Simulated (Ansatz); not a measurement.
Frontier orbitals of CH$_{5}$ClMoN$_{2}$O (`C[O][Mo](=[NH])(=[NH])[Cl]`).

```
atom    x (Å)    y (Å)    z (Å)
  C1   0.8159  -1.8241   0.2157
  O2   0.9748  -0.5001  -0.2236
 Mo3  -0.0102   1.0603   0.0063
  N4  -0.3124   1.7528  -1.5381
  N5  -1.5023   0.6525   0.7657
 Cl6   1.0542   2.6104   1.3062
  H7   0.5785  -2.4663  -0.6377
  H8   0.0207  -1.9072   0.9626
  H9   1.7571  -2.1619   0.6579
 H10  -0.8622   2.1265  -2.2987
 H11  -2.5142   0.6571   0.7837
```

The species carries charge 0 and has multiplicity 1. Correlated methods include outer-core shells of Mo, which these sets cover unevenly. Mo: def2 effective core potential. The structure was optimised at the PBE0-D4/def2-TZVP level. It is one conformer, not always the lowest. Basis def2-TZVPP, Ansatz.

Orbital energies of one run (eV). Highest occupied ones, from the top: -9.13, -9.22, -9.77, -10.08, -10.24, -10.90, -11.67, -11.79, -12.11, -14.57, -14.70, -15.19, -15.22, -15.44. Empty: -0.93, -0.51, -0.12, 0.34, 0.72, 1.09.

(1) Which functional gave them?
A. r2SCAN
B. r2SCAN0
C. BHLYP
D. B3LYP

Results:

(1) C. HOMO energies: BHLYP -9.13, r2SCAN -6.80, r2SCAN0 -8.09, B3LYP -7.63 eV.

B3LYP here is the variant with VWN-RPA as its local correlation; programs differ in this.
